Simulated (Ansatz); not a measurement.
Ansatz results at the PBE0-D4/def2-TZVP geometry: HOMO–LUMO gap (PBE/def2-TZVPP) 3.49 eV; LUMO energy (PBE0/def2-TZVPP) -0.64 eV; HOMO–LUMO gap (ωB97M-V/def2-TZVPP) 9.39 eV.

Each molecule was computed in one conformer, which needn't be the lowest.

(1) Which molecule gave them?
A. `C[CH2][In-]([SeH2+])([CH2]C)[CH2]C`
B. `[OH][In-]([OH])([OH])[OH2+]`
C. `[CH3][AlH-]([CH3])[O+]([SiH3])[SiH3]`
D. `[BH3-][SH2+]`

Results:

(1) A. The others give `[CH3][AlH-]([CH3])[O+]([SiH3])[SiH3]`: 4.15, -0.89, 10.27; `[BH3-][SH2+]`: 5.66, -0.35, 12.22; `[OH][In-]([OH])([OH])[OH2+]`: 4.29, -1.33, 11.06.
